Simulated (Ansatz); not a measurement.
Wavefunction ladder for Cl4MoO, SMILES `[O]=[Mo]([Cl])([Cl])([Cl])[Cl]`

Cartesian coordinates in Å:
```
O -1.076 -1.250 -0.546
Mo -0.062 -0.072 -0.032
Cl 1.984 -1.071 0.007
Cl 0.626 0.949 -1.947
Cl -1.415 1.733 0.282
Cl -0.058 -0.289 2.236
```

Total charge 0; spin multiplicity 1. Correlated methods include outer-core shells of Mo, which these sets cover unevenly. Mo: def2 effective core potential. Geometry: relaxed with PBE0-D4/def2-TZVP. Frozen core, restricted reference, Ansatz 0.2.0.

```
     basis      HF (Eh)  MP2 corr.  CCSD corr.       (T)  CCSD(T) total
  def2-SVP  -1979.82124   -1.20437           ?  -0.06194              ?
def2-TZVPP  -1980.58830          ?           ?  -0.10251              ?
def2-QZVPP            ?   -1.77979           –         –              –
```

(1) Fill in the withheld values. (An estimate is asked.)

Results:

(1) Ansatz gave: def2-SVP CCSD corr.: -1.15532; def2-SVP CCSD(T) total: -1981.03850; def2-TZVPP MP2 corr.: -1.63588; def2-TZVPP CCSD corr.: -1.59020; def2-TZVPP CCSD(T) total: -1982.28101; def2-QZVPP HF (Eh): -1980.65050.
